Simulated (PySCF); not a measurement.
Low-lying terms of Mn⁷⁺ (manganese, charge +7)

Ground state [Ar], ¹S. Computed with PySCF 2.14 in aug-cc-pVQZ (9s8p6d4f3g2h, 140 functions), with no relativity, point nucleus. Vertical excitation energies in eV without spin-orbit coupling; excited terms of each kind are numbered among those the solver found. Frozen: [Ne].

```json
{"term": "1 3P°", "leading excitation": "3p → d", "EOM-EE-CCSD": "46.227"}
{"term": "1 3F°", "leading excitation": "3p → d", "EOM-EE-CCSD": "48.348"}
{"term": "1 1D°", "leading excitation": "3p → d", "EOM-EE-CCSD": "51.528"}
{"term": "1 3D°", "leading excitation": "3p → d", "EOM-EE-CCSD": "51.752"}
{"term": "1 1F°", "leading excitation": "3p → d", "EOM-EE-CCSD": "52.070"}
{"term": "1 1P°", "leading excitation": "3p → d", "EOM-EE-CCSD": "66.955"}
{"term": "1 3D", "leading excitation": "3s → d", "EOM-EE-CCSD": "81.387"}
{"term": "1 1D", "leading excitation": "3s → d", "EOM-EE-CCSD": "84.022"}
{"term": "1 3S", "leading excitation": "3p → p", "EOM-EE-CCSD": "108.51"}
{"term": "2 1D", "leading excitation": "3p → p", "EOM-EE-CCSD": "110.97"}
```

The solver can miss terms.
